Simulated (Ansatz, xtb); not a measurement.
## Two isomers of BH4SeSi+

Structure a: `B[Se+]=[SiH2]`, a singlet. Structure b: `B=[Se+][SiH3]`, a singlet. Both are isolated ions in the gas phase, relaxed with B3LYP/6-31G*; the shapes shown needn't be the lowest conformers.

a (Å):

```xyz
7

B    -1.1462    0.2339    1.3462
Se   -1.4856    1.1930   -0.3918
Si    0.3098    0.5182   -1.4435
H     0.5388    0.9681   -2.8285
H    -1.9913    0.4143    2.1530
H    -0.1710   -0.4265    1.4677
H     1.2874   -0.3739   -0.7925
```

b (Å):

```yaml
atoms:
  - { symbol: B, position_ang: [-1.6314, 0.9185, 0.2346] }
  - { symbol: Se, position_ang: [-1.4618, 0.0154, -1.3013] }
  - { symbol: Si, position_ang: [0.3027, -1.2536, -0.1204] }
  - { symbol: H, position_ang: [-0.2503, -2.6168, -0.1716] }
  - { symbol: H, position_ang: [-1.7501, 1.5170, 1.2390] }
  - { symbol: H, position_ang: [0.3558, -0.6635, 1.2340] }
  - { symbol: H, position_ang: [1.4728, -0.9564, -0.9626] }
```

Q: Estimate which is lower in electronic energy at CCSD(T)/def2-TZVP, and by roughly how much.

A: Too close to call at this level: CCSD(T)/def2-TZVP gives E(b) − E(a) = +2.89 kJ/mol.

The same difference at several levels:

```tsv
level	geometry	E(b) − E(a) (kJ/mol)	departure from the last row (kJ/mol)	job, with rough time for the two
B3LYP/6-31G*	B3LYP/6-31G*	+13.50	+10.61	optimisation, 33 s
HF/def2-TZVP	B3LYP/6-31G*	+15.51	+12.62	part of the CCSD(T) run
MP2/def2-TZVP	B3LYP/6-31G*	+2.25	−0.64	part of the CCSD(T) run
CCSD(T)/def2-TZVP	B3LYP/6-31G*	+2.89		single point, 23 s
```

As drawn, b has 1 B=Se, 1 Se–Si, 1 Si–H in place of 1 B–Se, 1 Se=Si, 1 B–H.

The largest departure from CCSD(T)/def2-TZVP is that of HF/def2-TZVP, 12.62 kJ/mol. Levels run at GFN2-xTB geometries aren't shown.

With harmonic frequencies from B3LYP/6-31G* (ideal gas, rigid rotor, one conformer each, 298.15 K, 1 atm): the zero-point term adds −2.75 kJ/mol; ΔH is +0.61 and ΔG −1.90 kJ/mol.

The correlated steps freeze 15 core orbitals; the filled d shell of Se is correlated, in a basis made for valence electrons. Programs: Ansatz 0.2.0; the last row on 1 thread of Intel(R) Xeon(R) 6975P-C (Granite Rapids) on a shared host.
